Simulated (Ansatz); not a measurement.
Calculated with Ansatz (gas phase, PBE0-D4/def2-TZVP geometries, no zero-point term in ΔE). CCSD(T)/CBS adds triple-zeta CCSD(T) − MP2 to the extrapolated MP2 energy (def2 sets, frozen cores). This one scheme is used for every species, atoms too. DFT in def2-TZVPP. No spin–orbit coupling; open shells (•) take unrestricted orbitals. Each species was taken in one conformer, which may not be the lowest.

Reaction (homolysis of the H–Si bond): `N[SiH](Cl)Cl` → H• + `N[Si](Cl)Cl`•

```json
{"level": "r2SCAN0", "ΔE (eV)": "4.01"}
{"level": "CAM-B3LYP", "ΔE (eV)": "4.15"}
{"level": "HF/def2-TZVPP", "ΔE (eV)": "3.40"}
{"level": "MP2/def2-TZVPP", "ΔE (eV)": "4.10"}
```

Problem. What does CCSD(T)/CBS give? (Best estimate.)

Solution. Computed: +4.26 eV. The listed levels differ from it by -0.25, -0.11, -0.86, -0.16 eV.

Largest T1 diagnostic among the species: 0.013.

From BLYP to BHLYP (50 % exact exchange), in def2-TZVPP and without D4, ΔE moves by +0.23 eV. At CCSD(T), def2-SVP lies −0.16 eV from the extrapolated value and def2-TZVPP −0.07 eV: correlation converges slowly with the basis, and small sets miss more of it in the bonded molecule than in its fragments. In def2-TZVPP, CCSD(T) changes the Hartree–Fock value by +0.79 eV (the triples alone add −0.01 eV) and MP2 by +0.71 eV; breaking electron pairs costs correlation energy, which Hartree–Fock lacks.
